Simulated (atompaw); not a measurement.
## Scattering properties, PAW (atompaw) potential for Tb

Tb, PAW, made with atompaw 4.2.0.5 (PBE, scalar-relativistic). Core [Kr] 4d10 5s2, reference 4f9 5p6 5d0 6s2 6p0. Waves: 6s (bound): rc 3.00 bohr; 6s channel at 0.4 Ry: rc 3.00 bohr; 5p (bound): rc 2.05 bohr; 6p (bound, empty): rc 2.65 bohr; 5d (bound, empty): rc 2.15 bohr; 5d channel at 0.3 Ry: rc 2.15 bohr; 4f (bound): rc 1.35 bohr; 4f channel at 0.7 Ry: rc 1.35 bohr. Local part: bessel scheme, radius 2.25 bohr. Core correction: smooth core density matched at 1.80 bohr. Augmentation charge: sinc compensation charge, radius 2.60 bohr; PAW radius 3.00 bohr; waves and projectors: custom polynom vanderbiltortho.

The phase is arctan(r·u′/u) with u = r·R(r), unwrapped; energies in Ry, scanned from -4 to 5 Ry. A pole is an energy at which the radial function vanishes at the test radius. The pseudo phase is shifted by a multiple of π to meet the all-electron one at the reference energy, and phase errors are pseudo minus all-electron; the curves can meet again beyond the range given. Levels narrower than the energy grid can be missing from the lists of poles.

```
channel  radius (bohr)  reference energy (Ry)  poles, all-electron  poles, pseudo  unbroken range about the reference energy with phases within 0.05 rad  phase error 1 Ry above the reference energy (rad)
      s           3.01                  -0.27          -3.45, 2.18    -3.46, 2.17                                                            -3.5 to 4.4                                             -0.000
      p           3.01                  -0.09          -1.70, 3.44    -1.70, 3.44                                                        the whole range                                             +0.000
      d           3.01                  -0.10                 0.64           0.64                                                        the whole range                                             +0.000
      f           3.01                  -0.22          -0.19, 3.32    -0.19, 3.37                                                              below 4.8                                             +0.000
```

Note: ghost state, extra bound levels that the all-electron valence spectrum of the same l lacks: s at -47.6 eV. A true bound ghost makes a file unfit for plane-wave use.

Phases in the s channel:

```csv
E (Ry),all-electron,pseudo
-4.00,1.365,1.365
-3.76,1.331,1.333
-3.52,-0.252,-0.681
-3.28,-1.721,-1.724
-3.04,-1.757,-1.758
-2.80,-1.777,-1.778
-2.56,-1.794,-1.795
-2.32,-1.812,-1.812
-2.08,-1.833,-1.833
-1.84,-1.857,-1.857
-1.60,-1.886,-1.887
-1.36,-1.925,-1.925
-1.12,-1.978,-1.978
-0.88,-2.054,-2.054
-0.64,-2.175,-2.175
-0.40,-2.388,-2.388
-0.16,-2.793,-2.793
0.08,-3.437,-3.437
0.32,-3.973,-3.973
0.56,-4.262,-4.262
0.80,-4.419,-4.419
1.04,-4.515,-4.515
1.28,-4.580,-4.580
1.52,-4.627,-4.627
1.76,-4.663,-4.663
2.00,-4.693,-4.694
2.24,-4.719,-4.720
2.48,-4.742,-4.743
2.72,-4.764,-4.766
2.96,-4.785,-4.788
3.20,-4.807,-4.812
3.44,-4.831,-4.837
3.68,-4.857,-4.867
3.92,-4.888,-4.904
4.16,-4.925,-4.953
4.40,-4.975,-5.025
4.64,-5.045,-5.145
4.88,-5.154,-5.386
```
